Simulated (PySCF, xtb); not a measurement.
Ga(F)(SiH3)2 (FGaH6Si2), SMILES [F][Ga]([SiH3])[SiH3].

xtb 6.7.1 with GFN2-xTB at its own geometry gives an orbital gap of 3.10 eV and a dipole moment of 3.12 D.

Coordinates come from a PBE0-D3(BJ)/def2-SVP optimisation.

Question: What does PBE/def2-TZVP (PySCF) give? (The exact figures need the calculation; the answer reports its results.)

Answer: gap 3.43 eV (levels -6.37 and -2.94 eV), dipole 1.97 D.
